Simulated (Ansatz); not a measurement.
Relaxation of BGeH$_{6}$NSSi (11 atoms, charge 0, multiplicity 1), to a largest force component of 0.015 eV/Å in at most 40 steps.

Computed with Ansatz, RKS PBE/def2-SVP.

```xyz
11
Properties=species:S:1:pos:R:3
N -1.658 1.554 -0.143
Ge -1.091 -0.136 0.150
Si -2.101 -1.006 1.897
B -0.436 -1.320 2.916
S 0.585 -0.179 1.606
H -1.670 2.112 0.761
H -0.980 2.066 -0.773
H -0.928 -1.035 -1.053
H -2.836 -2.297 1.573
H -2.981 -0.050 2.608
H -0.067 -2.299 3.380
```

Question: Where does it end, and by what steps?

Answer: The run converged. After 11 steps the energy has fallen by 1.739 eV; H11 moved furthest, 0.39 Å.

```csv
step,energy less start (eV),largest force component (eV/Å),accepted
0,0.0000,3.971,yes
1,-1.2235,1.323,yes
2,-1.6607,1.015,yes
3,-1.7181,0.364,yes
4,-1.7315,0.202,yes
5,-1.7211,0.221,no
6,-1.7362,0.113,yes
7,-1.7369,0.064,yes
8,-1.7389,0.024,yes
9,-1.7389,0.027,yes
10,-1.7389,0.017,no
11,-1.7390,0.003,yes
```

```xyz
11
Properties=species:S:1:pos:R:3
N -1.559 1.655 -0.225
Ge -1.138 -0.085 0.208
Si -2.256 -1.222 2.007
B -0.354 -1.438 2.685
S 0.724 -0.469 1.640
H -1.735 2.281 0.567
H -0.927 2.116 -0.889
H -0.780 -0.752 -1.151
H -3.148 -2.388 1.656
H -3.090 -0.237 2.794
H 0.101 -2.051 3.630
```

Whether the end is a true minimum wasn't checked by a vibrational analysis.

Time of the run: 35 s on 2 threads of AMD EPYC 7B13 (Zen 3), on a shared host, peak memory 0.21 GiB.
